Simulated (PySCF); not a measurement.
**Correlation energy of O⁺ (oxygen, charge +1)**

[He] 2s2 2p3, high-spin 4S determinant. Calculation: PySCF 2.14, in aug-cc-pVDZ-DK (4s3p2d, 23 functions); the spin-free X2C one-electron Hamiltonian (Gaussian nucleus). Frozen: 1s2; 5 electrons correlated.

```csv
level,correlation energy (mhartree)
CCSD,-88.22
(T),-0.79
CCSD(T),-89.01
CCSDT,-89.13
```

Diagnostics: T1 = 0.0046, D1 = 0.0068, largest double amplitude 0.029.

Cost of the coupled-cluster step: of the order of 0.23 core-seconds, for 5 correlated electrons.

Iterations:

```
CC2 = 0
CCSD nocc = (np.int64(4), np.int64(1)), nmo = (22, 22)
frozen orbitals [[0], [0]]
max_cycle = 100
direct = 0
conv_tol = 1e-08
conv_tol_normt = 1e-06
diis_space = 8
diis_start_cycle = 0
Init t2, MP2 energy = -0.0722495878508948
Init E_corr(UCCSD) = -0.072249587850971
cycle = 1  E_corr(UCCSD) = -0.0845065764779292  dE = -0.0122569886  norm(t1,t2) = 0.0267162
cycle = 2  E_corr(UCCSD) = -0.0871115616194985  dE = -0.00260498514  norm(t1,t2) = 0.00879101
cycle = 3  E_corr(UCCSD) = -0.088259830374823  dE = -0.00114826876  norm(t1,t2) = 0.00355854
cycle = 4  E_corr(UCCSD) = -0.088210401175332  dE = 4.94291995e-05  norm(t1,t2) = 0.000571405
cycle = 5  E_corr(UCCSD) = -0.0882178928196192  dE = -7.49164429e-06  norm(t1,t2) = 0.000145593
cycle = 6  E_corr(UCCSD) = -0.0882177063502047  dE = 1.86469414e-07  norm(t1,t2) = 1.30622e-05
cycle = 7  E_corr(UCCSD) = -0.0882178196231508  dE = -1.13272946e-07  norm(t1,t2) = 1.50722e-06
cycle = 8  E_corr(UCCSD) = -0.0882178342614933  dE = -1.46383425e-08  norm(t1,t2) = 3.29877e-07
cycle = 9  E_corr(UCCSD) = -0.0882178315184725  dE = 2.74302084e-09  norm(t1,t2) = 3.72969e-08
UCCSD converged
E(UCCSD) = -74.49409602544657  E_corr = -0.08821783151847246
UCCSD(T) correction = -0.000785774591888905
```
